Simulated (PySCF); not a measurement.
C₃H₃N₂ (SMILES C1=CN=C[N]1), doublet, at a GFN2-xTB geometry, atoms displaced at random by about 0.08 Å a coordinate. Base run: PBE/STO-3G, gradient (PySCF).

PySCF was given this input:
```python
from pyscf import gto, scf, dft

mol = gto.M(
    atom='''
C    -0.981327   -0.503554    0.403982
C    -0.863967    0.823669   -0.400856
N     0.470173    0.802300   -0.469978
C     1.078358   -0.016662    0.053162
N     0.154593   -0.956634    0.646947
H    -1.846981   -0.924000    0.624279
H    -1.407218    1.469379   -0.639325
H     2.121078   -0.311508   -0.002485
''',
    basis='sto-3g',
    charge=0,
    spin=1,
    verbose=4,
)

mf = dft.UKS(mol)
mf.xc = 'pbe'
mf.kernel()
g = mf.nuc_grad_method()
grad = g.kernel()
```

The coordinate followed is y of atom 8.

Each row names what was changed in the base input (with any setting that the change needs).

| change | dE/dx (Eh/bohr) | net force (Eh/bohr) | outcome |
|---|---|---|---|
| base | -0.000247 | 0.000084 | converged |
| finite difference step (bohr) = 0.01; conv_tol = 1e-11 | -0.000249 | - | converged |
| conv_tol = 1e-6 | -0.000252 | 0.000084 | converged |
| conv_tol = 1e-4 | -0.000424 | 0.000084 | converged |
| grids.level = 5; grid_response = on | -0.000247 | 0.000000 | converged |
| finite difference step (bohr) = 1e-3; conv_tol = 1e-11 | - | - | not converged |
| conv_tol = 1e-11 | -0.000247 | 0.000084 | converged |
| density fitting = on | -0.000246 | 0.000084 | converged |
| finite difference step (bohr) = 0.05; conv_tol = 1e-11 | -0.000288 | - | converged |
| grids.level = 0; grid_response = off | -0.000145 | 0.005877 | converged |
| finite difference step (bohr) = 1e-5; conv_tol = 1e-11 | -0.000247 | - | converged |
| grids.level = 1; grid_response = on | -0.000257 | 0.000000 | converged |

The net force is zero for an exact gradient.

Open shells are given as the SCF converged; they aren't shown to be the lowest states, and a large step between rows can be another state.
